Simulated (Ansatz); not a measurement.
C2H7GaSi can be A, `[CH2]1[SiH2][CH2][GaH]1`, or B, `[SiH3]/C=[CH]\[GaH2]`.

Calculated with Ansatz (gas phase, PBE0-D4/def2-TZVP geometries, no zero-point term in ΔE). CCSD(T)/CBS adds triple-zeta CCSD(T) − MP2 to the extrapolated MP2 energy (def2 sets, frozen cores). Functionals use def2-TZVPP. B3LYP here is the variant with VWN-RPA as its local correlation; programs differ in this. For Ga outer-core shells are correlated without core-valence functions, which leaves a few kJ/mol of doubt a bond. Scalar relativity is left out up to krypton.

(1) Which is lower in electronic energy at CCSD(T)/CBS, and by how much? (Best estimate.)

(2) Give E(B) − E(A) in kJ/mol with CCSD(T)/def2-TZVPP, B2PLYP, B3LYP, BLYP-D4, r2SCAN-D4, CCSD(T)/def2-SVP, MP2/def2-TZVPP. (Estimate.)

(3) Does the order hold for the free energy at 298.15 K (harmonic terms from PBE0-D4)? (Best estimate.)

Largest T1 diagnostic: 0.013.

## Answers

(1) Computed: A, by 99.0 kJ/mol.

(2) Computed: CCSD(T)/def2-TZVPP 94.0, B2PLYP 92.2, B3LYP 85.2, BLYP-D4 76.1, r2SCAN-D4 102.7, CCSD(T)/def2-SVP 75.1, MP2/def2-TZVPP 109.7. None reverses the order clearly.

(3) Ansatz gave: Yes: G(B) − G(A) = +85.7 kJ/mol.

Leaving LDA and LC-ωPBE aside and taking each functional with its dispersion term where it has one, the values, not all of them listed here, spread over 38.4 kJ/mol, from BLYP-D4 to PBE-QIDH. LDA lies +12.7 kJ/mol from PBE without D4. From BLYP to BHLYP (50 % exact exchange), in def2-TZVPP and without D4, E(B) − E(A) moves by +12.5 kJ/mol.
